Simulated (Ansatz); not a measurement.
B9N9H24⁺, a nanocrystal cut from wurtzite BN (hydrogen-capped). The state is a doublet with charge 1. Geometry PBE-D4/def2-SVP, that of the neutral singlet; atoms count from 1.

```xyz
42

B     2.6541    1.5145   -0.6655
N     2.5949    0.1939   -1.5933
N     1.3184    1.4588    0.1859
B     0.0468    1.5524   -0.7336
B     1.2960   -0.6879   -1.3694
N     0.0386    0.2145   -1.6346
N    -1.2653    1.5109    0.1311
B    -2.5602    1.6199   -0.7764
B    -1.2639   -0.6366   -1.4231
N    -2.5162    0.2959   -1.7002
B     1.2862    0.1959    1.1214
N     1.2299   -1.0887    0.1475
N    -0.0383    0.1680    1.9676
B    -1.3236    0.2485    1.0661
B    -0.0477   -1.9669    0.3961
N    -1.2775   -1.0383    0.0947
B    -0.0841   -1.0904    2.9300
N    -0.0878   -2.3601    1.9319
H     2.6664    2.5082   -1.3906
H     3.6398    1.4403    0.0669
H     2.6555    0.4550   -2.5858
H     3.4270   -0.3886   -1.4343
H     1.3599    2.3014    0.7742
H     0.0822    2.5558   -1.4395
H     1.3285   -1.6692   -2.1086
H     0.0650    0.4919   -2.6231
H    -1.2976    2.3549    0.7181
H    -2.5002    2.6114   -1.5020
H    -3.5783    1.5885   -0.0866
H    -1.3044   -1.6164   -2.1639
H    -2.5261    0.5573   -2.6945
H    -3.3766   -0.2526   -1.5748
H     2.2765    0.1540    1.8452
H     2.0482   -1.6775    0.3435
H    -0.0356    0.9737    2.6068
H    -2.3446    0.2474    1.7472
H    -0.0538   -2.9846   -0.2928
H    -2.1262   -1.5940    0.2557
H     0.9264   -1.1395    3.6298
H    -1.1251   -1.0986    3.5856
H     0.7075   -2.9772    2.1406
H    -0.9144   -2.9458    2.1065
```

Single mean-field runs in def2-TZVP are fitted with def2-universal-jkfit.

Estimate the Mulliken populations of the heavy atoms from the PBE0/def2-TZVP orbitals of Ansatz.


| atom | charge (e) | spin (α − β) |
| --- | --- | --- |
| B1 | -0.18 | 0.08 |
| N2 | -0.24 | 0.00 |
| N3 | -0.07 | 0.06 |
| B4 | -0.21 | 0.02 |
| B5 | -0.18 | 0.00 |
| N6 | -0.03 | 0.01 |
| N7 | -0.07 | 0.05 |
| B8 | -0.18 | 0.08 |
| B9 | -0.18 | 0.00 |
| N10 | -0.24 | 0.00 |
| B11 | -0.20 | 0.01 |
| N12 | -0.04 | 0.00 |
| N13 | -0.09 | 0.01 |
| B14 | -0.20 | 0.01 |
| B15 | -0.18 | 0.00 |
| N16 | -0.04 | 0.00 |
| B17 | -0.18 | 0.09 |
| N18 | -0.24 | 0.00 |
Mulliken values depend strongly on the basis.

Where does the spin sit?

Summed by element: B 0.30, N 0.14, H 0.57, of 1 unpaired in all. Largest on single atoms: H29 0.10, H20 0.10, B17 0.09.

And the Mayer bond orders between heavy atoms (over 0.3)?

B1–N2 0.83 (1.62 Å); B1–N3 0.86 (1.58 Å); N2–B5 0.90 (1.59 Å); N3–B4 0.85 (1.57 Å); N3–B11 0.86 (1.57 Å); B4–N6 0.82 (1.61 Å); B4–N7 0.85 (1.57 Å); B5–N6 0.83 (1.57 Å); B5–N12 0.83 (1.57 Å); N6–B9 0.83 (1.57 Å); N7–B8 0.86 (1.58 Å); N7–B14 0.86 (1.57 Å); B8–N10 0.83 (1.62 Å); B9–N10 0.90 (1.59 Å); B9–N16 0.83 (1.57 Å); B11–N12 0.82 (1.61 Å); B11–N13 0.88 (1.57 Å); N12–B15 0.83 (1.57 Å); N13–B14 0.88 (1.57 Å); N13–B17 0.85 (1.58 Å); B14–N16 0.82 (1.61 Å); B15–N16 0.83 (1.57 Å); B15–N18 0.90 (1.59 Å); B17–N18 0.82 (1.62 Å).
